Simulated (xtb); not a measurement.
xtb input (GFN1-xTB):

```bash
xtb mol.xyz --gfn 1 --opt tight --chrg 1 --uhf 0
```
mol.xyz:
```
2

La    -0.00000000    -0.00000000    -0.23123364
O      0.00000000     0.00000000     1.64753969
```

End of the output:

```
         :::::::::::::::::::::::::::::::::::::::::::::::::::::
         ::                     SUMMARY                     ::
         :::::::::::::::::::::::::::::::::::::::::::::::::::::
         :: total energy              -4.846826047473 Eh    ::
         :: gradient norm              0.000004695562 Eh/a0 ::
         :: HOMO-LUMO gap              0.781183219491 eV    ::
         ::.................................................::
         :: SCC energy                -4.847178316288 Eh    ::
         :: -> electrostatic           0.218686844685 Eh    ::
         :: repulsion energy           0.000638684691 Eh    ::
         :: dispersion energy         -0.000286415875 Eh    ::
         :: halogen bond corr.         0.000000000000 Eh    ::
         :: add. restraining           0.000000000000 Eh    ::
         :: total charge               1.000000000003 e     ::
         :::::::::::::::::::::::::::::::::::::::::::::::::::::

           -------------------------------------------------
          |                Property Printout                |
           -------------------------------------------------

    * Orbital Energies and Occupations

         #    Occupation            Energy/Eh            Energy/eV
      -------------------------------------------------------------
         1        2.0000           -1.0276575             -27.9640
         2        2.0000           -0.7889259             -21.4678
         3        2.0000           -0.7871315             -21.4189
         4        2.0000           -0.7871315             -21.4189 (HOMO)
         5        0.0000           -0.7584236             -20.6378 (LUMO)
         6                         -0.6345509             -17.2670
         7                         -0.6345509             -17.2670
         8                         -0.6337543             -17.2453
         9                         -0.6337543             -17.2453
        10                         -0.6270224             -17.0621
        11                         -0.5306469             -14.4396
        12                         -0.5306469             -14.4396
        13                         -0.3004834              -8.1766
      -------------------------------------------------------------
                  HL-Gap            0.0287080 Eh            0.7812 eV
             Fermi-level           -0.7724137 Eh          -21.0184 eV

  Mulliken/CM5 charges         n(s)   n(p)   n(d)
     1La    1.20699  1.57758   1.123  0.677 -0.007
     2O    -0.20699 -0.57758   1.674  4.533  0.000

Wiberg/Mayer (AO) data.
largest (>0.10) Wiberg bond orders for each atom

 ---------------------------------------------------------------------------
     #   Z sym  total        # sym  WBO       # sym  WBO       # sym  WBO
 ---------------------------------------------------------------------------
     1  57 La   2.142 --     2 O    2.142
     2   8 O    2.142 --     1 La   2.142
 ---------------------------------------------------------------------------

Topologies differ in total number of bonds
Writing topology from bond orders to xtbtopo.mol

 dipole moment from electron density (au)
     X       Y       Z
   0.0000  -0.0000  -1.3161  total (Debye):    3.345

           -------------------------------------------------
          |                Geometry Summary                 |
           -------------------------------------------------

      molecular mass/u    :      154.9048738
   center of mass at/Å    :        0.0000000       0.0000000      -0.0699391
  moments of inertia/u·Å² :        0.0000000E+00   0.5519043E+02   0.5519043E+02
rotational constants/cm⁻¹ :             Infinity   0.3054448E+00   0.3054448E+00

 * 1 selected distances

     #   Z          #   Z                                           value/Å
     0   0          0   0                                         0.0000000 (max)

 * 0 distinct bonds (by element types)

   Z      Z             #   av. dist./Å        max./Å        min./Å

optimized geometry written to: xtbopt.xyz

           -------------------------------------------------
          | TOTAL ENERGY               -4.846826047473 Eh   |
          | GRADIENT NORM               0.000004695562 Eh/α |
          | HOMO-LUMO GAP               0.781183219491 eV   |
           -------------------------------------------------
Note: The following floating-point exceptions are signalling: IEEE_DIVIDE_BY_ZERO IEEE_UNDERFLOW_FLAG IEEE_DENORMAL
normal termination of xtb

------------------------------------------------------------------------
------------------------------------------------------------------------
 total:
 SCF:
 ANC optimizer:
```
